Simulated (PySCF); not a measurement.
# Electric properties by functional and basis

Species: 1,1-dibromoethane, C₂H₄Br₂.
Z-matrix (Å and degrees, PBE0-D3(BJ)/def2-SVP geometry), rows numbered from 1:
```
C 
C   1  1.5061
Br  2  1.9426  1  111.05
Br  2  1.9414  1  111.13  3   124.02
H   1  1.0988  2  110.85  3   -62.17
H   1  1.1002  2  109.70  3    58.04
H   1  1.1004  2  109.72  3   177.71
H   2  1.0954  1  112.80  3  -117.91
```

PySCF, dipoles from the SCF density, polarisabilities from static response with core orbitals frozen. Isolated species at its PBE0-D3(BJ)/def2-SVP geometry, gas phase. Relativistic effects, spin–orbit coupling among them, are left out although an element past zinc is present.

Question: How do dipole and polarisability depend on functional and basis here?

Answer: 

```json
{"level": "LDA/def2-SVPD", "μ (D)": "1.956", "error (%)": "-8.7", "α (au)": "73.14", "anisotropy (au)": "26.07"}
{"level": "PBE/def2-SVPD", "μ (D)": "1.906", "error (%)": "-11.0", "α (au)": "72.85", "anisotropy (au)": "26.22"}
{"level": "B3LYP/def2-SVPD", "μ (D)": "1.938", "error (%)": "-9.5", "α (au)": "70.89", "anisotropy (au)": "25.39"}
{"level": "PBE0/def2-SVPD", "μ (D)": "1.971", "error (%)": "-7.9", "α (au)": "69.97", "anisotropy (au)": "24.83"}
{"level": "BHandHLYP/def2-SVPD", "μ (D)": "2.007", "error (%)": "-6.3", "α (au)": "68.39", "anisotropy (au)": "24.44"}
{"level": "CAM-B3LYP/def2-SVPD", "μ (D)": "1.957", "error (%)": "-8.6", "α (au)": "69.43", "anisotropy (au)": "24.33"}
{"level": "wB97X-D/def2-SVPD", "μ (D)": "1.996", "error (%)": "-6.8", "α (au)": "69.46", "anisotropy (au)": "24.21"}
{"level": "LC-wPBE/def2-SVPD", "μ (D)": "1.965", "error (%)": "-8.2", "α (au)": "67.49", "anisotropy (au)": "23.12"}
{"level": "HF/def2-SVPD", "μ (D)": "2.143", "error (%)": "+0.1", "α (au)": "66.54", "anisotropy (au)": "24.04"}
{"level": "PBE0/6-31G*", "μ (D)": "2.107", "error (%)": "-1.6", "α (au)": "52.98", "anisotropy (au)": "26.33"}
{"level": "PBE0/def2-SVP", "μ (D)": "1.894", "error (%)": "-11.5", "α (au)": "53.08", "anisotropy (au)": "24.83"}
{"level": "PBE0/def2-TZVP", "μ (D)": "1.992", "error (%)": "-7.0", "α (au)": "64.00", "anisotropy (au)": "26.64"}
```

Reference dipole: 2.141 D (measured, unstated (gas or solution; conformer average); Muller, Mokrushina, Arlt, J. Chem. Eng. Data 57 (2012) 1231, supporting information). The anisotropy is √(½[(α1 − α2)² + (α2 − α3)² + (α3 − α1)²]). For the dipole, the smallest error is 0.1% (HF/def2-SVPD) and the largest 11.5% (PBE0/def2-SVP). The dipole runs from 1.89 D (PBE0/def2-SVP) to 2.14 D (HF/def2-SVPD). No reference polarisability is at hand; against PBE0 in the largest diffuse basis at hand (def2-SVPD) the other PBE0 rows deviate by 6-31G* -24%, def2-SVP -24%, def2-TZVP -9%. In one basis (def2-SVPD) the functionals order the polarisability from HF (lowest) to LDA (highest), a spread of 10%. With PBE0 the polarisability is 56.69 au without diffuse functions (mean of 6-31G*, def2-SVP and def2-TZVP) and 69.97 au with them (def2-SVPD). Measured values can belong to vibrating molecules and may average over conformers; the computed ones are for one fixed geometry.
